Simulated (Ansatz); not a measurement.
Reaction (formal exchange of groups at a B–C bond): `OB/C=[N]/[GeH3]` + `FCS` → `OBC(F)S` + `C=[N][GeH3]`

Program: Ansatz. Geometries: PBE0-D4/def2-TZVP. ΔE: electronic, gas phase. CCSD(T)/CBS is the MP2 limit (def2-TZVPP, def2-QZVPP) plus CCSD(T) − MP2 in def2-TZVPP, frozen cores. For Ge outer-core shells are correlated without core-valence functions, which leaves a few kJ/mol of doubt a bond. Scalar relativity is left out up to krypton. Each species was taken in one conformer, which may not be the lowest.

`OB/C=[N]/[GeH3]`:

Cartesian coordinates in Å:
```
O -0.560 2.607 1.186
B 0.356 1.757 0.673
C -0.169 0.357 0.179
N 0.647 -0.484 -0.314
Ge 0.022 -2.142 -0.900
H -0.190 3.446 1.472
H 1.516 2.052 0.596
H -1.251 0.141 0.277
H -1.504 -2.247 -0.678
H 0.368 -2.264 -2.391
H 0.766 -3.223 -0.101
```

`FCS`:

Z-matrix (Å, degrees):
```
C
S 1 1.789
F 1 1.375 2 113.1
H 1 1.090 2 110.8 3 121.5
H 1 1.092 2 106.3 3 -118.9
H 2 1.342 1 96.6 3 -76.4
```

`OBC(F)S`:

Z-matrix (Å, degrees):
```
C
B 1 1.589
S 1 1.790 2 109.8
F 1 1.403 2 109.4 3 122.9
H 1 1.094 2 110.7 3 -120.0
O 2 1.340 1 118.9 3 -118.1
H 2 1.194 1 121.7 3 62.7
H 3 1.344 1 97.3 2 -163.5
H 6 0.966 2 111.5 1 0.4
```

`C=[N][GeH3]`:

Z-matrix (Å, degrees):
```
Ge
N 1 1.863
H 1 1.534 2 107.5
H 1 1.534 2 107.4 3 -118.6
H 1 1.546 2 110.2 3 120.7
C 2 1.258 1 119.3 3 -120.8
H 6 1.097 2 119.6 1 180.0
H 6 1.103 2 125.1 1 0.0
```

```
          species  CCSD/CBS(def2) energy (Eh)
`OB/C=[N]/[GeH3]`                 -2272.41898
            `FCS`                  -537.38487
        `OBC(F)S`                  -637.99681
    `C=[N][GeH3]`                 -2171.80787
```

(1) Work out ΔE.

Largest T1 diagnostic among the species: 0.014.

## Answers

(1) ΔE = (-637.99681) + (-2171.80787) − (-2272.41898) − (-537.38487) = -0.00083 Eh = -2.2 kJ/mol. CCSD(T)/CBS gives -2.8 kJ/mol.

In def2-TZVPP, CCSD(T) changes the Hartree–Fock value by −6.3 kJ/mol (the triples alone add −0.6 kJ/mol) and MP2 by −6.5 kJ/mol.
